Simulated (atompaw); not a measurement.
# Logarithmic derivatives: indium (In), PAW (atompaw)

In, PAW, made with atompaw 4.2.0.5 (PBE, scalar-relativistic). Core [Kr], reference 4d10 5s2 5p0 (charge +1). Waves: 5s (bound): rc 2.15 bohr; 5s channel at -0.65 Ry: rc 2.15 bohr; 5p (bound, empty): rc 2.00 bohr; 5p channel at 0.6 Ry: rc 2.00 bohr; 4d (bound): rc 2.15 bohr; 4d channel at -0.65 Ry: rc 2.15 bohr. Local part: troulliermartins scheme with l = 3 at 0.5 Ry, radius 1.96 bohr. Core correction: smooth core density matched at 1.20 bohr. Augmentation charge: sinc compensation charge, radius 1.90 bohr; PAW radius 2.15 bohr; waves and projectors: custom polynom2 7 10 vanderbiltortho.

The phase is arctan(r·u′/u) with u = r·R(r), unwrapped; energies in Ry, scanned from -4 to 5 Ry. A pole is an energy at which the radial function vanishes at the test radius. The pseudo phase is shifted by a multiple of π to meet the all-electron one at the reference energy, and phase errors are pseudo minus all-electron; the curves can meet again beyond the range given. Levels narrower than the energy grid can be missing from the lists of poles.

**Question.** For each channel, where are the poles, and over which energies does the pseudopotential scatter like the atom?

**Answer.**

| channel | radius (bohr) | reference energy (Ry) | poles, all-electron | poles, pseudo | unbroken range about the reference energy with phases within 0.05 rad | phase error 1 Ry above the reference energy (rad) |
| --- | --- | --- | --- | --- | --- | --- |
| s | 2.16 | -1.10 | 2.48 | 2.46 | the whole range | -0.000 |
| p | 2.16 | -0.62 | 4.17 | 4.17 | the whole range | -0.000 |
| d | 2.16 | -1.92 | -1.58 | -1.58 | the whole range | +0.000 |

Note: ghost states, extra bound levels that the all-electron valence spectrum of the same l lacks: s at -280.2 eV, p at -89.2 eV. A true bound ghost makes a file unfit for plane-wave use.

Phases in the d channel:

```tsv
E (Ry)	all-electron	pseudo
-4.00	1.297	1.297
-3.76	1.281	1.281
-3.52	1.261	1.261
-3.28	1.235	1.235
-3.04	1.197	1.197
-2.80	1.138	1.138
-2.56	1.025	1.025
-2.32	0.720	0.720
-2.08	-0.468	-0.468
-1.84	-1.337	-1.337
-1.60	-1.561	-1.561
-1.36	-1.658	-1.658
-1.12	-1.716	-1.716
-0.88	-1.758	-1.758
-0.64	-1.794	-1.794
-0.40	-1.827	-1.827
-0.16	-1.859	-1.859
0.08	-1.894	-1.894
0.32	-1.932	-1.932
0.56	-1.976	-1.976
0.80	-2.030	-2.029
1.04	-2.096	-2.095
1.28	-2.183	-2.179
1.52	-2.299	-2.293
1.76	-2.460	-2.450
2.00	-2.687	-2.668
2.24	-2.991	-2.961
2.48	-3.343	-3.303
2.72	-3.669	-3.628
2.96	-3.921	-3.885
3.20	-4.102	-4.071
3.44	-4.230	-4.203
3.68	-4.323	-4.300
3.92	-4.393	-4.373
4.16	-4.448	-4.429
4.40	-4.492	-4.474
4.64	-4.527	-4.511
4.88	-4.557	-4.541
```
